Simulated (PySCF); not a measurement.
**Spinor energies of Ti⁷⁺ (titanium, charge +7)**

Start: [Ne] 3s2 3p3; 3p1/2 filled at m_j = -1/2, +1/2; 3p3/2 filled at m_j = +3/2. Calculated with PySCF 2.14 in an uncontracted even-tempered set (20 s from 0.34 bohr⁻², ratio 2.4; 14 p from 0.45 bohr⁻², ratio 2.4; 5 d from 2.8 bohr⁻², ratio 2.6; 5 f from 4.2 bohr⁻², ratio 2.6): generalised Hartree-Fock with the X2C-1e Hamiltonian and a Gaussian nucleus; one run each with spin-orbit coupling (SO) switched off, then screened by Boettger's factors.

| spinor shell | electrons | ε, spin-free (eV) | ε, screened SO (eV) | weight of nominal j (screened SO) | rms radius, screened SO (bohr) |
| --- | --- | --- | --- | --- | --- |
| 1s1/2 | 2 | -5160.4 | -5160.4 | 1.000 | 0.0804 |
| 2s1/2 | 2 | -727.36 | -727.34 | 1.000 | 0.349 |
| 2p1/2 | 2 | -623.13 | -627.91 | 0.911 | 0.317 |
| 2p3/2 | 4 | -623.13 | -620.76 | 0.956 | 0.319 |
| 3s1/2 | 2 | -192.82 | -192.81 | 1.000 | 0.982 |
| 3p1/2 | 2 | -169.12 | -169.28 | 0.549 | 1.01 |
| 3p3/2 | 1 | -169.12 | -168.79 | 1.000 | 1.01 |

```tsv
quantity	spin-free	screened SO
E (hartree)	-836.49025	-836.49839
M_J	3/2	3/2
⟨J²⟩	3.751	3.751
⟨L²⟩	0.000	0.011
⟨S²⟩	3.751	3.735
```

Each row is a mean over spinors that exchange with the open shell spreads, by up to 17.790 eV (3s1/2).

Rows whose weight is well below 1 are mixtures of j = l ± 1/2: exchange outweighs spin-orbit coupling there, and the label is only the starting occupation.

Without spin-orbit coupling the j labels of p, d and f shells carry no meaning; the spin-free column gives the mean over the occupied spinors of each nl shell.
